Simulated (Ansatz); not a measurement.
This Ansatz (an electronic-structure program) input (MP2/cc-pV5Z) gives -79.98068 Eh with 237 basis functions.

Ansatz 0.2 input:
```yaml
crystal:
  periodic: [false, false, false]
  atoms:
    - {symbol: B, position_ang: [-0.00000000, -0.00000000, -0.83561304]}
    - {symbol: N, position_ang: [0.00000000, 0.00000000, 0.39812868]}
    - {symbol: H, position_ang: [0.00000000, 0.00000000, 1.39116444]}
basis:
  gaussian:
    orbitals: cc-pV5Z
magnetization: {spin_polarized: true, initial_magnetization: 1}
correlation: {method: mp2, electrons: outside_noble_gas}
```

Change:
```diff
- orbitals: cc-pV5Z
+ orbitals: aug-pcseg-3
```

Problem. What does the run give now?

Solution. -79.96999 Eh (MP2/aug-pcseg-3, 219 functions), a change of +10.69 mEh.
